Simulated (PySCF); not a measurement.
Method: PBE-D3(BJ)/def2-TZVP // r2SCAN-D4/def2-SVP run with PySCF. Gas-phase values, no solvent. One relaxed conformer stands for a flexible species; it need not be the lowest. Excitations are Tamm–Dancoff values on a coarser integration grid. The basis has no diffuse functions, so Rydberg states are missing or too high.

Reference species (SMILES): `Bc1ccccc1C(F)(F)F` (neutral, multiplicity 1).

The HOMO–LUMO gap is 4.52 eV. The brightest of the four lowest singlets (TDA) comes out as 5.85 eV and the LUMO comes out as -1.93 eV. The T1 excitation (TDA) is 4.05 eV.

Changed species: `Bc1ccc(C(F)(F)F)cc1`.

Question: Predict the effect on the HOMO–LUMO gap, brightest of the four lowest singlets (TDA), LUMO and T1 excitation (TDA).

Answer: the HOMO–LUMO gap drops by 0.87 eV, to 3.65 eV; the brightest of the four lowest singlets (TDA) decreases by 0.83 eV, to 5.02 eV; the LUMO falls by 1.46 eV, to -3.39 eV; the T1 excitation (TDA) drops by 0.65 eV, to 3.40 eV.
